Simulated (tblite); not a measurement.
Run record: tight-binding relaxation, `CC[C@H](C)[GaH][CH2]BF`.

Computed with GFN2-xTB geometry optimisation, gas phase (tblite 0.8.0). Start geometry: from a force field or distance geometry. The command runs a driver script over a list of jobs; the input below is this job's line of settings and its coordinates in Å.

Command:
```bash
OMP_NUM_THREADS=1 python probes_run.py task.json out
```

Input:
```
{"job": {"kind": "relax", "xc": "GFN2-xTB", "basis": "xTB"}, "charge": 0, "multiplicity": 1}
C     -2.842900     1.101300     0.389100
C     -2.149800    -0.219600     0.396000
C     -0.911700    -0.104100    -0.456500
C     -0.206700    -1.428200    -0.455900
Ga     0.630100     1.021500     0.134300
C      2.479300     0.206200     0.951600
B      3.633000     0.224200    -0.129900
F      4.713500    -0.734700     0.030400
H     -2.106700     1.889500     0.250700
H     -3.573900     1.117600    -0.451200
H     -3.386500     1.300600     1.330000
H     -2.838600    -0.997000     0.030900
H     -1.899900    -0.526000     1.458800
H     -1.235900     0.145600    -1.480700
H      0.708800    -1.299000    -1.079600
H      0.141700    -1.703900     0.593500
H     -0.806000    -2.257800    -0.851700
H      1.204400     1.417900    -1.313400
H      2.302400    -0.817000     1.364600
H      2.704100     0.946600     1.756700
H      3.432400     0.733200    -1.158700
```

Output:
```
step      E/eV     max force
  0    -665.17498    3.167
  1    -665.57375    1.886
  2    -665.74972    2.506
  3    -665.85016    1.043
  4    -665.98036    0.640
  5    -666.02736    0.735
  6    -666.08929    0.711
  7    -666.11796    0.456
  8    -666.14574    0.446
  9    -666.16830    0.363
... (126 lines left out)
136    -667.03783    0.015
137    -667.03788    0.015
138    -667.03793    0.016
139    -667.03799    0.018
140    -667.03808    0.021
141    -667.03817    0.022
142    -667.03825    0.019
143    -667.03831    0.016
144    -667.03836    0.013
145    -667.03839    0.010
```

«max force» is the largest atomic force in eV/Å.

Question: From which step on does the largest force stay under 0.1 eV/Å, and how much energy is left to gain from there?

Answer: From step 91 (0.096 eV/Å), 19.9 meV above the end.

Main results: energy lowered by 43.0 kcal/mol over 145 steps; largest atomic force 0.010 eV/Å at the end.

Question: Give the final coordinates.

Answer: 0.803 Å rms from the input after alignment:
```
atom  x, y, z in Å
C1    -2.3053    1.2063    0.4367
C2    -1.8596   -0.2493    0.4693
C3    -0.8013   -0.5352   -0.6000
C4    -0.2919   -1.9745   -0.5036
Ga5    0.7599    0.8275   -0.4195
C6     2.2049    0.5573    1.1076
B7     3.2524    0.5072    0.0126
F8     2.8113   -0.2106   -1.0896
H9    -1.4537    1.8601    0.6669
H10   -2.6755    1.4717   -0.5530
H11   -3.0902    1.3968    1.1655
H12   -2.7274   -0.8999    0.3160
H13   -1.4473   -0.4800    1.4577
H14   -1.2634   -0.3921   -1.5871
H15    0.4251   -2.1789   -1.3003
H16    0.2047   -2.1439    0.4543
H17   -1.1133   -2.6887   -0.5834
H18    0.9013    2.0760   -1.4124
H19    1.8408   -0.4204    1.4417
H20    2.3684    1.1927    1.9733
H21    4.2514    1.0949   -0.1439
```

The run took 2.0 s on one thread of an Arm Neoverse N1, shared host.
Labels such as C1 count atoms from 1, the log's own numbers from 0.
